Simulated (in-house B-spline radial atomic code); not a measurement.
Successive ionisation energies of platinum; each step leads to the configuration of the next row (after the last: [Ne] 3s2 3p5). NIST's values go from ground level to ground level; the uncertainty of those that are theory runs from under 0.1 % in few-electron ions to several per cent in heavy many-electron ones. Computed with a radial B-spline atomic code at the basis-set limit: non-relativistic Hartree-Fock, average of the configuration, point nuclei.

This level leaves out relativity, spin-orbit splitting included, which matters for heavy ions.

```csv
ion,configuration,ionisation energy (eV),tabulated value (eV),tabulated kind,computed minus tabulated (eV),highest orbital,largest mean radius (bohr)
Pt49+,[Ar] 3d10 4s1,2640.0,2827.8,semi-empirical,-188,4s,0.39042
Pt50+,[Ar] 3d10,4734.0,4715,measured,19,3d,0.20119
Pt51+,[Ar] 3d9,4870.7,4839,tabulated theory,32,3d,0.20024
Pt52+,[Ar] 3d8,5008.9,4980,tabulated theory,29,3d,0.19929
Pt53+,[Ar] 3d7,5148.6,5128,tabulated theory,21,3d,0.19834
Pt54+,[Ar] 3d6,5289.8,5270,tabulated theory,20,3d,0.1974
Pt55+,[Ar] 3d5,5432.5,5410,tabulated theory,22,3d,0.19647
Pt56+,[Ar] 3d4,5576.6,5654,tabulated theory,-77,3d,0.19555
Pt57+,[Ar] 3d3,5722.3,5800,tabulated theory,-78,3d,0.19463
Pt58+,[Ar] 3d2,5869.4,5959,tabulated theory,-90,3d,0.19372
Pt59+,[Ar] 3d1,6018.0,6106,tabulated theory,-88,3d,0.19281
Pt60+,[Ne] 3s2 3p6,6409.8,6517,tabulated theory,-107,3p,0.19191
```

Q: Where is the largest jump?

A: From Pt49+ to Pt50+, by a factor of 1.79 (2640 to 4734 eV); the highest orbital goes from 4s to 3d.
